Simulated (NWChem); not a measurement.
System: C2HClF2; SMILES F/C=C(\F)Cl

Output (shortened):

```
             Northwest Computational Chemistry Package (NWChem) 7.3.0
             --------------------------------------------------------

 CS  symmetry detected

                             Geometry "geometry" -> ""
                             -------------------------

 Output coordinates in angstroms (scale by  1.889725989 to convert to a.u.)

  No.       Tag          Charge          X              Y              Z
 ---- ---------------- ---------- -------------- -------------- --------------
    1 F                    9.0000    -0.30726841    -2.24457098     0.00000000
    2 C                    6.0000    -0.71116127    -0.98311880     0.00000000
    3 C                    6.0000     0.16472385     0.02256419     0.00000000
    4 F                    9.0000     1.46672273    -0.16714328     0.00000000
    5 Cl                  17.0000    -0.31564583     1.66447501     0.00000000
    6 H                    1.0000    -1.79048530    -0.82731916     0.00000000

 Effective nuclear repulsion energy (a.u.)     213.2620034822

      Symmetry information
      --------------------

 Group name             Cs
 Group number              2
 Group order               2
 No. of unique centers     6

  pbe96 is a nonlocal functional; adding pw91lda local functional.

                                 NWChem DFT Module
                                 -----------------

 Summary of "ao basis" -> "ao basis" (spherical)
 ------------------------------------------------------------------------------
       Tag                 Description            Shells   Functions and Types
 ---------------- ------------------------------  ------  ---------------------
 F                         def2-svpd                 9       23   4s3p2d
 C                         def2-svpd                 8       20   4s2p2d
 Cl                        def2-svpd                11       27   5s4p2d
 H                         def2-svpd                 4        8   2s2p

      Symmetry analysis of basis
      --------------------------

        a'         85
        a"         36

            General Information
            -------------------
          SCF calculation type: DFT
          Wavefunction type:  closed shell.
          No. of atoms     :     6
          No. of electrons :    48
           Alpha electrons :    24
            Beta electrons :    24
          Charge           :     0
          Spin multiplicity:     1
          Use of symmetry is: off; symmetry adaption is: on
          Maximum number of iterations: 150
          AO basis - number of functions:   121
                     number of shells:    49
          Convergence on energy requested:  1.00D-06
          Convergence on density requested:  1.00D-05
          Convergence on gradient requested:  5.00D-04

              XC Information
              --------------
          PerdewBurkeErnzerhof Exchange Functional  1.000
            Perdew 1991 LDA Correlation Functional  1.000 local
           PerdewBurkeErnz. Correlation Functional  1.000 non-local

             Grid Information
             ----------------
          Grid used for XC integration:  medium
          Radial quadrature: Mura-Knowles
          Angular quadrature: Lebedev.
          Tag              B.-S. Rad. Rad. Pts. Rad. Cut. Ang. Pts.
          ---              ---------- --------- --------- ---------
          F                   0.50       49          13.0       434
          C                   0.70       49          11.0       434
          Cl                  1.00       88          12.0       590
          H                   0.35       45          11.0       434
          Grid pruning is: on
          Number of quadrature shells:   329
          Spatial weights used:  Erf1

      Superposition of Atomic Density Guess
      -------------------------------------

 Sum of atomic energies:        -733.67345150

      Non-variational initial energy
      ------------------------------

 Total energy =    -735.489849
 1-e energy   =   -1438.489377
 2-e energy   =     489.737524
 HOMO         =      -0.231360
 LUMO         =       0.064201

[...]

                                NWChem TDDFT Module
                                -------------------

            General Information
            -------------------
           No. of orbitals :     242
            Alpha orbitals :     121
             Beta orbitals :     121
        Alpha frozen cores :       0
         Beta frozen cores :       0
     Alpha frozen virtuals :       0
      Beta frozen virtuals :       0
         Spin multiplicity :       1
    Number of AO functions :     121
        Use of symmetry is : off
      Symmetry adaption is : on
         Schwarz screening :  0.10D-07

              XC Information
              --------------
   PerdewBurkeErnzerhof Exchange Functional   1.00
     Perdew 1991 LDA Correlation Functional   1.00 local
    PerdewBurkeErnz. Correlation Functional   1.00 non-local

             TDDFT Information
             -----------------
          Calculation type : Tamm-Dancoff TDDFT
         Wavefunction type : Restricted singlets
          No. of electrons :      48
           Alpha electrons :      24
            Beta electrons :      24
              No. of roots :       6
          Max subspacesize :    5200
            Max iterations :     100
               Target root :       1
           Target symmetry : none
      Symmetry restriction : off
                 Algorithm : Optimal
        Davidson threshold :  0.10D-03

    6 smallest eigenvalue differences (eV)
--------------------------------------------------------
  No. Spin  Occ  Vir  Irrep   E(Occ)    E(Vir)   E(Diff)
--------------------------------------------------------
    1    1   24   25 a'       -0.231    -0.044     5.099
    2    1   24   26 a"       -0.231    -0.031     5.432
    3    1   24   27 a"       -0.231    -0.009     6.047
    4    1   24   28 a"       -0.231     0.029     7.069
    5    1   23   25 a"       -0.315    -0.044     7.390
    6    1   24   29 a"       -0.231     0.041     7.395
--------------------------------------------------------

  Entering Davidson iterations
  Restricted singlet excited states

  Iter   NTrls   NConv    DeltaV     DeltaE      Time
  ----  ------  ------  ---------  ---------  ---------
    1      6       0     0.26E+00   0.10+100        6.4
    2     12       0     0.15E+00   0.28E-01        5.9
    3     18       0     0.15E+00   0.11E-01        6.2
    4     24       5     0.12E+00   0.19E-01        8.3
    5     25       5     0.86E-01   0.80E-02        6.3
    6     26       5     0.46E-01   0.89E-02        6.5
    7     27       5     0.16E-01   0.24E-02        6.5
    8     28       5     0.51E-02   0.37E-03        6.6
    9     29       5     0.16E-02   0.26E-04        6.4
   10     30       5     0.29E-03   0.27E-05        3.6
   11     31       6     0.58E-04   0.57E-07        3.6
  ----  ------  ------  ---------  ---------  ---------
  Convergence criterion met

  Ground state a'       -735.857388491450 a.u.

  ----------------------------------------------------------------------------
  Root   1 singlet a"             0.206807106 a.u.                5.6275 eV
  ----------------------------------------------------------------------------
     Transition Moments    X  0.00000   Y -0.00000   Z  0.11535
     Dipole Oscillator Strength                    0.0018346108
     Electric Quadrupole                           0.0000000065
     Magnetic Dipole                               0.0000002477
     Total Oscillator Strength                     0.0018348650

     Occ.   24  a"  ---  Virt.   26  a'      -0.99145
     Occ.   24  a"  ---  Virt.   27  a'      -0.10370
  ----------------------------------------------------------------------------
  Root   2 singlet a"             0.227133676 a.u.                6.1806 eV
  ----------------------------------------------------------------------------
     Transition Moments    X -0.00000   Y  0.00000   Z -0.09303
     Dipole Oscillator Strength                    0.0013106137
     Electric Quadrupole                           0.0000000697
     Magnetic Dipole                               0.0000004217
     Total Oscillator Strength                     0.0013111050

     Occ.   24  a"  ---  Virt.   26  a'      -0.10081
     Occ.   24  a"  ---  Virt.   27  a'       0.98825
     Occ.   24  a"  ---  Virt.   28  a'      -0.07439
  ----------------------------------------------------------------------------
  Root   3 singlet a'             0.256929626 a.u.                6.9914 eV
  ----------------------------------------------------------------------------
     Transition Moments    X  0.48677   Y  1.21192   Z  0.00000
     Dipole Oscillator Strength                    0.2921628337
     Electric Quadrupole                           0.0000002951
     Magnetic Dipole                               0.0000001018
     Total Oscillator Strength                     0.2921632306

     Occ.   17  a"  ---  Virt.   25  a"      -0.09399
     Occ.   21  a'  ---  Virt.   26  a'      -0.06989
     Occ.   22  a"  ---  Virt.   25  a"       0.35931
     Occ.   23  a'  ---  Virt.   26  a'      -0.12228
     Occ.   23  a'  ---  Virt.   28  a'      -0.10033
     Occ.   24  a"  ---  Virt.   25  a"      -0.82722
     Occ.   24  a"  ---  Virt.   30  a"       0.32423
     Occ.   24  a"  ---  Virt.   36  a"      -0.10588
  ----------------------------------------------------------------------------
  Root   4 singlet a"             0.262864394 a.u.                7.1529 eV
  ----------------------------------------------------------------------------
     Transition Moments    X  0.00000   Y  0.00000   Z  0.14487
     Dipole Oscillator Strength                    0.0036780665
     Electric Quadrupole                           0.0000000361
     Magnetic Dipole                               0.0000011709
     Total Oscillator Strength                     0.0036792735

[...]
```

Level: PBE/def2-SVPD, TDA. All runs use the structure optimised with PBE0/def2-SVP.

Reconstruct the input file.

This is not unique; one that fits is the input that was run:
```
start job
memory heap 200 mb stack 900 mb global 1100 mb
geometry units angstroms noautoz
  F     -0.289246    -2.249500     0.000000
  C     -0.703022    -0.991255     0.000000
  C      0.164947     0.021268     0.000000
  F      1.468394    -0.158220     0.000000
  Cl    -0.328288     1.659360     0.000000
  H     -1.783535    -0.843927     0.000000
end
basis spherical
  * library def2-svpd
end
dft
  xc xpbe96 cpbe96
  iterations 150
end
tddft
  cis
  nroots 6
  notriplet
end
task tddft energy
```
